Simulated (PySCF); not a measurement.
C₆ coefficients of unlike pairs at PBE0

Calculated with PySCF 2.14 from the dipole response of each species, C₆(A,B) = (3/π) ∫ α_A(iu) α_B(iu) du, in atomic units, from isotropic polarisabilities. For ions this is the dispersion term alone; charge-induced terms of lower order in 1/R come first.

```
species            configuration                                                                                   basis      relativity  α (bohr³)  C₆ (like pair)
   Xe³⁺   [Kr] 4d10 5s2 5p3 (4S)                                                 aug-cc-pVTZ-PP with ECP28MDF (6s5p4d2f)  core potential      9.450           53.15
   Se²⁺   [Ar] 3d10 4s2 4p2 (3P)                                               aug-cc-pVQZ-PP with ECP10MDF (7s6p5d3f2g)  core potential      9.353           43.23
   Pb²⁺  [Xe] 4f14 5d10 6s2 (1S)      aug-cc-pwCVTZ-DK3 with one added diffuse shell each of s, d, f type (12s10p9d6f1g)   spin-free X2C      13.77           95.13
     In   [Kr] 4d10 5s2 5p1 (2P)  aug-cc-pVTZ-PP with one added diffuse shell each of d, f type with ECP28MDF (6s5p5d3f)  core potential      75.37           769.1
```

(1) Estimate C₆ for Pb²⁺ with Xe³⁺.

No spin-orbit coupling is included.

The other pairs:

```json
{"pair": "Se²⁺, Xe³⁺", "C₆": "47.73"}
{"pair": "Pb²⁺, Se²⁺", "C₆": "63.66"}
{"pair": "In, Xe³⁺", "C₆": "169.5"}
{"pair": "In, Pb²⁺", "C₆": "232.1"}
{"pair": "In, Se²⁺", "C₆": "159.6"}
```

Answers

(1) The integral gives 70.84. The combination rule 2 C_A C_B / (C_A α_B/α_A + C_B α_A/α_B) gives 70.85 and the geometric mean 71.10.
